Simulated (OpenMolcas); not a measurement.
# C+, Si+, Ge+, Sn+, Pb+: ns2 np down the group

```
Program             : OpenMolcas 26.06
Method              : SS-CASPT2, IPEA 0.25 Eh, imaginary shift 0.1 Eh
Basis               : ANO-R2
Scalar Hamiltonian  : X2C, finite nucleus
Spin-orbit coupling : RASSI with atomic mean-field integrals over the reference wave functions, term energies averaged over their components
```

Active space for each ion: 3 electrons in 4 orbitals (s p); closed shells correlated by CASPT2: C+ 1s; Si+ 2s 2p; Ge+ 3d; Sn+ 4d; Pb+ 5d.

Computed levels in cm-1 above 2P* 1/2:

| Level | C+ | Si+ | Ge+ | Sn+ | Pb+ |
| --- | --- | --- | --- | --- | --- |
| 2P* 3/2 | 56.6 | 258 | 1597 | 3790 | 12400 |
| weight of 2P* in the lowest level (%) | 100 | 100 | 100 | 100 | 100 |

Measured, with the error of the calculation in %. Measured levels: C+, Si+, Ge+, Sn+, Pb+ from NIST Handbook of Basic Atomic Spectroscopic Data.

| Level | C+ | Si+ | Ge+ | Sn+ | Pb+ |
| --- | --- | --- | --- | --- | --- |
| 2P* 3/2 | 63.4 (-10.7) | 287 (-10.3) | 1767 (-9.7) | 4251 (-10.8) | 14081 (-11.9) |

The fine-structure level 2P* 3/2 changes by a factor of 219 from C+ to Pb+.

Over all roots computed the reference weight is 0.91 to 0.98 in Si+, 0.88 to 0.93 in Pb+; the roots of lowest weight are the least certain, and an intruder state may touch them. Some high roots are left out of the spin-orbit mixing, which shifts the levels that they would mix with (holds for Ge+; Pb+). Measured partners are found by configuration, term and J. A level has none where our copy of the source lacks it or the pairing is in doubt (some pairs that miss far off the trend of their configuration count as doubtful), and it then counts in no deviation. Levels of configurations outside the active space are missing.

* marks odd parity.
